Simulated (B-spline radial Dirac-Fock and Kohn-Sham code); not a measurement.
# Dipole and non-dipole photoemission parameters of Fe⁴⁺ 3p1/2

System: the Fe⁴⁺ ion in the configuration [Ar] 3d4; threshold 129.3 eV (orbital energy of the model). These are calculated numbers from a B-spline atomic structure program; the model is Dirac-Hartree-Slater photoionisation with a Latter tail; cross sections with all multipoles, angular parameters from the dipole term and its interference with E2.

For linearly polarised light dσ/dΩ = σ/(4π) [1 + β P₂(cos θ) + (δ + γ cos²θ) sin θ cos φ], with θ from the polarisation vector and φ the angle between the beam and the projection of the electron momentum on the plane normal to the polarisation.

| hν (eV) | σ (kb) | β | γ | δ |
| --- | --- | --- | --- | --- |
| 150 | 357 | 0.639 | 0.133 | 0.035 |
| 172 | 353 | 0.983 | 0.144 | 0.015 |
| 300 | 213 | 1.523 | -0.004 | 0.000 |
| 362 | ? | ? | ? | ? |
| 400 | 138 | 1.600 | -0.020 | 0.001 |
| 450 | 113 | 1.614 | -0.010 | 0.002 |
| 517 | 87.9 | 1.622 | 0.011 | 0.003 |
| 539 | 81.2 | 1.622 | 0.019 | 0.004 |
| 600 | 65.8 | 1.621 | 0.043 | 0.005 |
| 934 | 25.6 | 1.576 | 0.193 | 0.010 |
| 942 | 25.1 | 1.574 | 0.196 | 0.010 |
| 1486.9 | 8.28 | 1.468 | 0.412 | 0.020 |
| 1600 | 6.86 | 1.447 | 0.449 | 0.022 |
| 1610 | 6.75 | 1.445 | 0.452 | 0.023 |
| 2230 | 2.83 | 1.339 | 0.627 | 0.037 |
| 2600 | 1.84 | 1.282 | 0.710 | 0.045 |
| 3010 | 1.21 | 1.226 | 0.791 | 0.055 |
| 3600 | 0.717 | 1.153 | 0.889 | 0.070 |
| 5830 | 0.163 | 0.944 | 1.143 | 0.124 |
| 6000 | 0.148 | 0.931 | 1.157 | 0.128 |
| 7770 | 0.0643 | 0.817 | 1.281 | 0.168 |
| 8047.8 | 0.0572 | 0.801 | 1.298 | 0.174 |
| 11800 | 0.0158 | 0.639 | 1.465 | 0.251 |

Question: Give the values at 362 eV.

Answer: σ = 162 kb, β = 1.582, γ = -0.021, δ = 0.001.
